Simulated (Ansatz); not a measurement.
`C[Si](N)(N)[SiH3]` → `CN[SiH2][SiH2]N`  (isomerisation)

Computed with Ansatz on PBE0-D4/def2-TZVP structures; ΔE is electronic, products minus reactants. CCSD(T)/CBS is the MP2 limit (def2-TZVPP, def2-QZVPP) plus CCSD(T) − MP2 in def2-TZVPP, frozen cores. DFT in def2-TZVPP. B3LYP here is the variant with VWN-RPA as its local correlation; programs differ in this. Each species was taken in one conformer, which may not be the lowest.

`C[Si](N)(N)[SiH3]`:

Z-matrix (Å, degrees):
```
C
Si 1 1.872
H 1 1.093 2 110.7
H 1 1.094 2 111.5 3 -119.8
H 1 1.094 2 110.6 3 119.7
N 2 1.722 1 105.4 3 -177.5
N 2 1.717 1 116.9 3 -60.3
Si 2 2.358 1 109.1 3 58.3
H 6 1.007 2 120.0 1 -33.4
H 6 1.008 2 119.9 1 -178.1
H 7 1.008 2 120.7 1 -64.1
H 7 1.006 2 121.4 1 86.4
H 8 1.492 2 110.8 1 46.2
H 8 1.494 2 112.6 1 -73.8
H 8 1.491 2 111.4 1 165.7
```

`CN[SiH2][SiH2]N`:

Z-matrix (Å, degrees):
```
C
N 1 1.448
H 1 1.099 2 113.5
H 1 1.093 2 109.6 3 -120.1
H 1 1.094 2 110.9 3 121.7
Si 2 1.720 1 123.4 3 86.2
H 2 1.008 1 113.5 3 -65.9
Si 6 2.345 2 110.8 1 53.4
H 6 1.489 2 107.1 1 174.3
H 6 1.504 2 114.8 1 -67.8
N 8 1.733 6 108.7 2 -68.6
H 8 1.500 6 108.1 2 166.0
H 8 1.489 6 111.8 2 49.1
H 11 1.009 8 118.8 6 171.5
H 11 1.008 8 118.3 6 -50.8
```

```json
{"level": "r2SCAN-D4", "ΔE (kJ/mol)": "114.8"}
{"level": "PBE", "ΔE (kJ/mol)": "106.8"}
{"level": "B3LYP", "ΔE (kJ/mol)": "103.6"}
{"level": "MP2/def2-TZVPP", "ΔE (kJ/mol)": "112.6"}
{"level": "CCSD/def2-TZVPP", "ΔE (kJ/mol)": "107.2"}
{"level": "HF/def2-QZVPP", "ΔE (kJ/mol)": "98.0"}
{"level": "SCS-MP2/def2-QZVPP", "ΔE (kJ/mol)": "107.5"}
{"level": "MP2/CBS(def2)", "ΔE (kJ/mol)": "115.7"}
```

(1) What does CCSD(T)/CBS give? (Estimate.)

Largest T1 diagnostic among the species: 0.011.

## Answers

(1) Ansatz gave: +111.7 kJ/mol. The listed levels differ from it by 3.1, -4.9, -8.1, 0.9, -4.5, -13.7, -4.2, 4.0 kJ/mol.

In def2-TZVPP, CCSD(T) changes the Hartree–Fock value by +10.8 kJ/mol (the triples alone add +1.4 kJ/mol) and MP2 by +14.8 kJ/mol.
